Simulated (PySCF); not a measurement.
Delta-SCF ions had no search for a lower state. Excitations are Tamm–Dancoff values on a coarser integration grid. The basis has no diffuse functions, so Rydberg states are missing or too high.

H4O2Si2, SMILES `O[Si](O)=[SiH2]` (H–O–Si–Si torsion -19°, Si–Si–O–H torsion -165°) (charge 0, multiplicity 1)

All values below come from r2SCAN-D4/def2-TZVP (PySCF).

The HOMO is -5.46 eV and the dipole moment is 3.28 D. The LUMO is -2.08 eV. The HOMO–LUMO gap is 3.38 eV and the S1 excitation (TDA) is 4.69 eV. The S1 oscillator strength is 0.316, the brightest of the four lowest singlets (TDA) comes out as 4.69 eV and the T1 excitation (TDA) is 2.40 eV. The S1–T1 gap (TDA) is 2.30 eV and the vertical ionisation energy (Delta-SCF) comes out as 8.09 eV. The total energy is -731.8434 Ha and the cost is about 6 core-minutes (a rough figure).

```xyz
8

O     -1.2558     1.1880    -0.2306
Si    -0.3034    -0.1386    -0.0853
O     -1.3280    -1.3933    -0.2148
Si     1.9326    -0.2046    -0.3166
H     -0.8177     2.0427    -0.1547
H     -2.2666    -1.1963    -0.3177
H      2.0023     1.0041     0.6014
H      2.0366    -1.3020     0.7183
```
